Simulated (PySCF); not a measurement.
B(CCH)(Cl)2 (C2HBCl2), SMILES ClB(Cl)C#C. Atoms are numbered in the order given.

```xyz
6

B      0.0000     0.0000     0.0157
C      0.0000     0.0000     1.5307
C      0.0000     0.0000     2.7604
H      0.0000     0.0000     3.8430
Cl     0.0000     1.5186    -0.8726
Cl     0.0000    -1.5186    -0.8726
```
Charge 0, spin multiplicity 1.

Geometry: PBE-D3(BJ)/def2-SVP.

Calculation: PBE-D3(BJ)/def2-SVP (PySCF).

Frequencies are harmonic and unscaled.

Question: Give all harmonic wavenumbers and intensities. (Estimate from the structure and the level; the computed values follow.)

Answer: 
| mode | ν (cm⁻¹) | IR (km/mol) | Raman (Å⁴/amu) | depolarisation | moving atoms (share of kinetic energy) |
|---|---|---|---|---|---|
| 1 | 131 | 1.1 | 9.7 | 0.75 | Cl 43 %, C 41 %, H 12 % |
| 2 | 206 | 2.3 | 6.3 | 0.75 | C 61 %, B 19 %, H 14 % |
| 3 | 252 | 1.5 | 3.7 | 0.72 | Cl 70 %, C 22 % |
| 4 | 439 | 2.7 | 3.7 | 0.75 | C 76 %, Cl 18 % |
| 5 | 491 | 6.3 | 11.8 | 0.11 | Cl 61 %, C 36 % |
| 6 | 525 | 12.0 | 3.2 | 0.75 | B 71 %, C 24 % |
| 7 | 660 | 31.9 | 1.5 | 0.75 | H 76 %, C 24 % |
| 8 | 735 | 23.9 | 1.8 | 0.75 | H 74 %, C 26 % |
| 9 | 952 | 333.8 | 5.5 | 0.75 | B 85 %, Cl 13 % |
| 10 | 1085 | 247.9 | 3.2 | 0.28 | B 79 %, C 16 % |
| 11 | 2113 | 109.0 | 216.2 | 0.27 | C 89 %, H 9 % |
| 12 | 3392 | 50.4 | 42.5 | 0.25 | H 86 %, C 14 % |
